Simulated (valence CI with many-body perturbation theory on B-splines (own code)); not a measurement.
Values are calculated unless marked as measured or tabulated.
**Energy levels of Ag41+**

Method: relativistic CI+MBPT: four valence electrons over a frozen Dirac-Fock core [He], a basis of 11 s, 11 p, 10 d, 8 f, 5 g, 2 h functions for each j, with the one-electron correlation potential Σ1 (screened to all orders), the two-electron term Σ2, the three-electron term Σ3, Breit, model QED; selected single and double excitations, second order for the rest, scaled by the run's own slope (own B-spline code, finite nucleus).

The last digits are not significant, and no measured levels were compared; by estimate large intervals hold to a few tenths of a per cent, small ones and those within an open d or f shell to about a per cent. Among the levels kept, up to 760 cm⁻¹ of a level comes from second order outside the variational space, and about a tenth of that is noise between levels of different J, which matters for small intervals.

Levels 1 to 45 of 202, with energies above the lowest level, (2s^2 2p1/2^2) J=0. "Leading %" is the weight of the configuration and term that name the level; weights of strongly mixed levels are sums over their largest components and can fall short. In the jj column 3d3/2^4 stands for four electrons in 3d with j = 3/2.

```tsv
No.	Configuration	Term	J	E (× 10³ cm⁻¹)	Leading %	Leading jj	Second component
1	2s2 2p2	3P	0	0.00	73	2s^2 2p1/2^2 (99 %)	27 % 2s2 2p2 1S
2	2s2 2p2	3P	1	1414.5	100	2s^2 2p1/2 2p3/2 (100 %)	
3	2s2 2p2	1D	2	1526.5	60	2s^2 2p1/2 2p3/2 (99 %)	40 % 2s2 2p2 3P
4	2s 2p3	5S°	2	2631.1	43	2s 2p1/2^2 2p3/2 (94 %)	40 % 2s 2p3 3P°
5	2s2 2p2	3P	2	3022.6	60	2s^2 2p3/2^2 (98 %)	39 % 2s2 2p2 1D
6	2s 2p3	3D°	1	3059.4	41	2s 2p1/2^2 2p3/2 (96 %)	22 % 2s 2p3 3P°
7	2s2 2p2	1S	0	3293.9	72	2s^2 2p3/2^2 (98 %)	27 % 2s2 2p2 3P
8	2s 2p3	3D°	2	3974.3	51	2s 2p1/2 2p3/2^2 (95 %)	42 % 2s 2p3 5S°
9	2s 2p3	3D°	3	4211.4	100	2s 2p1/2 2p3/2^2 (100 %)	
10	2s 2p3	3P°	0	4455.9	100	2s 2p1/2 2p3/2^2 (100 %)	
11	2s 2p3	3D°	1	4549.7	38	2s 2p1/2 2p3/2^2 (97 %)	36 % 2s 2p3 3S°
12	2s 2p3	1D°	2	4630.4	69	2s 2p1/2 2p3/2^2 (95 %)	22 % 2s 2p3 3D°
13	2s 2p3	3P°	1	4668.0	44	2s 2p1/2 2p3/2^2 (97 %)	31 % 2s 2p3 1P°
14	2s 2p3	3P°	2	5896.8	51	2s 2p3/2^3 (96 %)	24 % 2s 2p3 1D°
15	2p4	3P	2	5972.9	71	2p1/2^2 2p3/2^2 (99 %)	28 % 2p4 1D
16	2p4	1S	0	6271.0	57	2p1/2^2 2p3/2^2 (98 %)	42 % 2p4 3P
17	2s 2p3	1P°	1	6282.0	45	2s 2p3/2^3 (97 %)	27 % 2s 2p3 3S°
18	2p4	3P	1	7450.0	100	2p1/2 2p3/2^3 (100 %)	
19	2p4	1D	2	7570.5	72	2p1/2 2p3/2^3 (99 %)	28 % 2p4 3P
20	2p4	3P	0	9203.4	58	2p3/2^4 (98 %)	42 % 2p4 1S
21	2s2 2p 3s	3P°	0	29697	99	2s^2 2p1/2 3s (99 %)	
22	2s2 2p 3s	3P°	1	29716	68	2s^2 2p1/2 3s (99 %)	31 % 2s2 2p 3s 1P°
23	2s2 2p 3p	3D	1	30077	72	2s^2 2p1/2 3p1/2 (99 %)	23 % 2s2 2p 3p 1P
24	2s2 2p 3p	3P	0	30271	70	2s^2 2p1/2 3p1/2 (98 %)	28 % 2s2 2p 3p 1S
25	2s2 2p 3p	3P	1	30562	40	2s^2 2p1/2 3p3/2 (86 %)	26 % 2s2 2p 3p 3S
26	2s2 2p 3p	3D	2	30605	57	2s^2 2p1/2 3p3/2 (98 %)	27 % 2s2 2p 3p 1D
27	2s 2p2 3s	5P	1	30830	51	2s 2p1/2^2 3s (82 %)	21 % 2s 2p2 3s 3S
28	2s2 2p 3d	3F°	2	30926	74	2s^2 2p1/2 3d3/2 (99 %)	20 % 2s2 2p 3d 1D°
29	2s 2p2 3s	3P	0	30961	74	2s 2p1/2^2 3s (94 %)	24 % 2s 2p2 3s 1S
30	2s2 2p 3d	3D°	1	31047	48	2s^2 2p1/2 3d3/2 (90 %)	27 % 2s2 2p 3d 1P°
31	2s2 2p 3d	3P°	2	31115	44	2s^2 2p1/2 3d5/2 (93 %)	33 % 2s2 2p 3d 3D°
32	2s2 2p 3d	3F°	3	31140	50	2s^2 2p1/2 3d5/2 (99 %)	27 % 2s2 2p 3d 1F°
33	2s 2p2 3p	5D°	0	31197	56	2s 2p1/2^2 3p1/2 (95 %)	40 % 2s 2p2 3p 3P°
34	2s 2p2 3p	3P°	1	31215	28	2s 2p1/2^2 3p1/2 (84 %)	27 % 2s 2p2 3p 5D°
35	2s2 2p 3s	3P°	2	31272	92	2s^2 2p3/2 3s (92 %)	
36	2s2 2p 3s	1P°	1	31309	65	2s^2 2p3/2 3s (95 %)	31 % 2s2 2p 3s 3P°
37	2s 2p2 3p	5P°	2	31698	26	2s 2p1/2^2 3p3/2 (93 %)	26 % 2s 2p2 3p 3P°
38	2s2 2p 3p	3P	1	31716	52	2s^2 2p3/2 3p1/2 (95 %)	22 % 2s2 2p 3p 3S
39	2s 2p2 3p	3D°	1	31734	39	2s 2p1/2^2 3p3/2 (94 %)	18 % 2s 2p2 3p 1P°
40	2s2 2p 3p	3D	2	31737	41	2s^2 2p3/2 3p1/2 (95 %)	32 % 2s2 2p 3p 1D
41	2s 2p2 3d	5F	1	32014	48	2s 2p1/2^2 3d3/2 (95 %)	31 % 2s 2p2 3d 3D
42	2s 2p2 3s	5P	2	32027	57	2s 2p1/2 2p3/2 3s (63 %)	9 % 2s 2p2 3d 5F
43	2s 2p2 3s	5P	2	32052	29	2s 2p1/2^2 3d3/2 (58 %)	19 % 2s 2p2 3d 5F
44	2s2 2p 3p	3D	3	32070	85	2s^2 2p3/2 3p3/2 (85 %)	8 % 2s 2p2 3s 3D
45	2s2 2p 3p	1P	1	32086	47	2s^2 2p3/2 3p3/2 (91 %)	38 % 2s2 2p 3p 3S
```

The ionisation energy to 2s2 2p 2P°_1/2 of the next ion comes out as 6562.9 eV (NIST: 6551 ± 7 eV (semi-empirical)). All 202 levels together are meant to be complete up to 36508 × 10³ cm⁻¹.
